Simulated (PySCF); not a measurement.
# Zn: ionisation energy

Zn [Ar] 3d10 4s2 (1S) → Zn⁺ [Ar] 3d10 4s1 (2S), as a difference of total energies. All numbers are calculated (PySCF 2.14, scalar relativity through the core potential, in aug-cc-pwCVDZ-PP with ECP10MDF (6s6p5d3f, 70 functions)). Correlated levels: valence: 3s2 3p6 frozen; valence and next inner shell: nothing frozen outside the core potential. The calculations carry no spin-orbit coupling.

```json
{"method": "UHF", "ionisation energy (eV)": "7.792", "error (eV)": "-1.602"}
{"method": "LDA", "ionisation energy (eV)": "9.920", "error (eV)": "+0.526"}
{"method": "PBE", "ionisation energy (eV)": "9.578", "error (eV)": "+0.184"}
{"method": "PBE0", "ionisation energy (eV)": "9.266", "error (eV)": "-0.128"}
{"method": "r2SCAN", "ionisation energy (eV)": "9.439", "error (eV)": "+0.045"}
{"method": "PW91", "ionisation energy (eV)": "9.645", "error (eV)": "+0.251"}
{"method": "B97-3", "ionisation energy (eV)": "9.356", "error (eV)": "-0.038"}
{"method": "M06", "ionisation energy (eV)": "9.827", "error (eV)": "+0.433"}
{"method": "wB97M-V", "ionisation energy (eV)": "9.433", "error (eV)": "+0.039"}
{"method": "MP2 (valence)", "ionisation energy (eV)": "9.073", "error (eV)": "-0.321"}
{"method": "SCS-MP2 (valence)", "ionisation energy (eV)": "9.088", "error (eV)": "-0.306"}
{"method": "MP2 (valence and next inner shell)", "ionisation energy (eV)": "9.133", "error (eV)": "-0.261"}
{"method": "SCS-MP2 (valence and next inner shell)", "ionisation energy (eV)": "9.124", "error (eV)": "-0.270"}
```

Reference: 9.394 eV (measured; NIST Atomic Spectra Database, ionization energies).

Errors of the correlated levels include the incompleteness of this basis and the frozen core.

MP2 underrates the near-degeneracy of ns² with np² in the lower species.
